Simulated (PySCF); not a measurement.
CH4Si, SMILES C=[SiH2].

Geometry: B3LYP-D3(BJ)/def2-TZVP.

Two levels are set side by side: TDDFT-PBE/def2-TZVPD (PySCF) and ADC(2)/aug-cc-pVDZ (PySCF). Vertical, same geometry; the bases differ. Differences are taken from unrounded values.

| quantity | ADC(2) |
|---|---|
| lowest singlet excitation (eV) | 5.28 |

### Question
What does TDDFT-PBE give, and how far is it from ADC(2)? (An estimate is asked for; the answer gives what the named calculation found.)

### Answer

```
quantity                        TDDFT-PBE  TDDFT-PBE minus ADC(2)
------------------------------  ---------  ----------------------
lowest singlet excitation (eV)       4.99                   -0.29
```

A lower first singlet is the usual sign of a functional without exact exchange. Differences between two approximate levels are no errors against the true value.

Rough cost on one machine, each run with all the roots and properties that it gave: ADC(2) against TDDFT-PBE about 4 times.
